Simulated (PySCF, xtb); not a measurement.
B(OMe)(SH)2 (CH5BOS2), SMILES COB(S)S.

Coordinates come from a PBE0-D3(BJ)/def2-SVP optimisation. The structure was generated by enumeration, and PubChem lists no compound with its InChIKey, so it may never have been made. Other conformers were not sampled.

The numbers are results of IEF-PCM-M06-2X/def2-SVP (PySCF 2.14.0), not measurements.

The values are the electrostatic part of the solvation free energy, E(continuum) − E(gas) at the gas-phase geometry, in a cavity of scaled van der Waals radii (PySCF's table); cavitation and dispersion terms are not included. In vacuum the orbital gap is 9.75 eV. The dipole moment in vacuum is 1.38 D.

| solvent | ε | ΔG(elec) (kcal/mol) | dipole (D) | gap (eV) |
|---|---|---|---|---|
| water | 78.36 | -4.4 | 1.56 | 9.81 |
| 2-propanol | 19.26 | -4.1 | 1.55 | 9.81 |
| ethylethanoate | 5.99 | -3.4 | 1.53 | 9.80 |

For comparison, GFN2-xTB/ALPB(water) (xtb, at the GFN2-xTB geometry, all terms of that model) gives -1.4 kcal/mol.
